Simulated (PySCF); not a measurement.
Compound: C4H6BNO2.
Structure used (PBE0-D3(BJ)/def2-SVP), in Å, numbered top down from 1:
```xyz
14
C4H6BNO2 angstrom
N     -1.2808    2.1376   -1.6598
C     -1.0785    1.5037   -0.7141
C     -0.8185    0.6586    0.4655
C     -0.7226   -0.8145    0.0672
C      0.5624   -1.0466   -0.7028
O      1.6779   -0.5651    0.0178
B      1.5461    0.4688    0.8809
O      0.3500    1.0920    1.1191
H     -1.6623    0.8094    1.1591
H     -0.7246   -1.4157    0.9905
H     -1.5988   -1.1097   -0.5289
H      0.7189   -2.1189   -0.8921
H      0.5210   -0.5408   -1.6836
H      2.5093    0.8602    1.4847
```

Computed with PySCF at PBE0/pcSseg-1 and CAM-B3LYP/def2-SVPD, non-relativistic, on one gas-phase PBE0-D3(BJ)/def2-SVP geometry that isn't relaxed in the solvent. The solvent is an IEF-PCM continuum (van der Waals radii × 1.2). The model holds no explicit solvent molecules, cavitation or dispersion.

Gas phase at PBE0/pcSseg-1: HOMO -9.06 eV, LUMO 0.10 eV, dipole 3.98 D.

Question: What does the continuum do to the energy, the frontier levels and the dipole at PBE0/pcSseg-1 in chloroform?

Answer: 
| solvent | ε | E(solvent) − E(gas) (kcal/mol) | polarisation term (kcal/mol) | distortion of the solute (kcal/mol) | HOMO (eV) | LUMO (eV) | dipole (D) |
| --- | --- | --- | --- | --- | --- | --- | --- |
| chloroform | 4.711 | -5.94 | -6.79 | 0.85 | -8.88 | 0.11 | 4.79 |

The polarisation term is half the interaction of the solute with the surface charges that it induces; the rest is the cost of distorting the solute's density. The sum is the electrostatic part of solvation alone.

Question: Which radius a makes the point-dipole formula ΔE = −[(ε − 1)/(2ε + 1)]·μ²/a³ give the value in chloroform, with the gas-phase dipole?

Answer: μ = 1.565 au and |ΔE| = 0.00947 Eh give a = 2.39 Å; the farthest nucleus lies 3.04 Å from the centroid of the nuclei, so such a sphere wouldn't even hold the nuclei. The formula assumes a rigid point dipole at the centre of a sphere.

Question: Give the dipole vector in the frame of the coordinates (D, pointing from negative to positive charge), gas and chloroform.

Answer: Gas (-1.50, -3.45, 1.28), solvent (-1.86, -4.12, 1.58). Its length changes by +20 % and its direction by less than 1°.

Question: Which Mulliken charges (PBE0/pcSseg-1) respond most in chloroform (means over atoms taken as equivalent)?

Answer: 
```
atoms                 environment  gas (e)  solvent (e)  change
   N1            nitrile nitrogen   -0.238       -0.294  -0.056
   C2              nitrile carbon   +0.107       +0.136  +0.029
   H9            methine hydrogen   +0.173       +0.193  +0.020
   O6          boron-bound oxygen   -0.493       -0.508  -0.015
   O8          boron-bound oxygen   -0.488       -0.503  -0.015
  H11          methylene hydrogen   +0.156       +0.170  +0.014
  H10          methylene hydrogen   +0.152       +0.165  +0.013
  H12          methylene hydrogen   +0.138       +0.149  +0.011
   C4             ring CH2 carbon   -0.275       -0.268  +0.007
   C5  sp3 carbon bound to oxygen   +0.074       +0.068  -0.006
  H14                B–H hydrogen   -0.013       -0.018  -0.005
  H13          methylene hydrogen   +0.140       +0.143  +0.003
```

Gas phase at CAM-B3LYP/def2-SVPD: HOMO -10.56 eV, LUMO 0.65 eV, dipole 3.98 D.

Question: What does the continuum do to the energy, the frontier levels and the dipole at CAM-B3LYP/def2-SVPD in chloroform?

Answer: 
```
   solvent      ε  E(solvent) − E(gas) (kcal/mol)  polarisation term (kcal/mol)  distortion of the solute (kcal/mol)  HOMO (eV)  LUMO (eV)  dipole (D)
chloroform  4.711                           -6.01                         -6.94                                 0.93     -10.35       0.89        4.85
```

The atom shares or the degeneracy of the LUMO differ from the gas phase in chloroform, so that column needn't follow one orbital.

Question: How does the static polarisability (CAM-B3LYP/def2-SVPD, frozen core, with the continuum's full static response) change?

Answer: 
```csv
medium,isotropic (au),principal values (au),⟨r²⟩ of the electrons (bohr²)
gas,66.4,"59.9, 64.6, 74.6",824.0
chloroform,80.1,"73.0, 77.7, 89.6",825.0
```

The isotropic value in chloroform is 1.21 times the gas-phase one; no cavity-field correction is applied. ⟨r²⟩ is taken about the centre of nuclear charge.
